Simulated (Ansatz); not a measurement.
System: sum formula H₃BNO₂ (charge 0, doublet). It need not be the lowest isomer of its formula. 
Structure (B3LYP-D3(BJ)/def2-TZVP (Ansatz, an electronic-structure program) minimum search):
```xyz
7

N      1.3365    -0.0686    -0.3146
B     -0.0456     0.0302    -0.0127
O     -0.6372     1.2608    -0.0403
O     -0.7662    -1.0955     0.3167
H      1.8657     0.7237    -0.6350
H      1.8955    -0.8104     0.0737
H     -1.6609    -0.9060     0.6156
```
Charge 0, spin multiplicity 2.

Quantity: atomisation energy (electronic, to ground-state atoms), in eV. Correlated levels leave the core frozen unless marked. UHF or UKS for open shells. Spin-orbit coupling is left out. Non-relativistic unless marked X2C. The coupled-cluster limit lacks core correlation, which all-electron functionals hold. CBS marks a two-point X^-3 extrapolation of the correlation energy; Hartree-Fock from the larger set.

```csv
level,program,atomisation energy (eV)
BHLYP-D4/def2-TZVPD,Ansatz + dftd4,27.86
BHLYP/def2-TZVPD,Ansatz,27.77
```

**Question.** Estimate the value at CCSD(T)/CBS(aug-cc-pVTZ,aug-cc-pVQZ) as computed with Ansatz.

**Answer.** 28.87 eV, so BHLYP/def2-TZVPD differs from it by -1.10 eV.
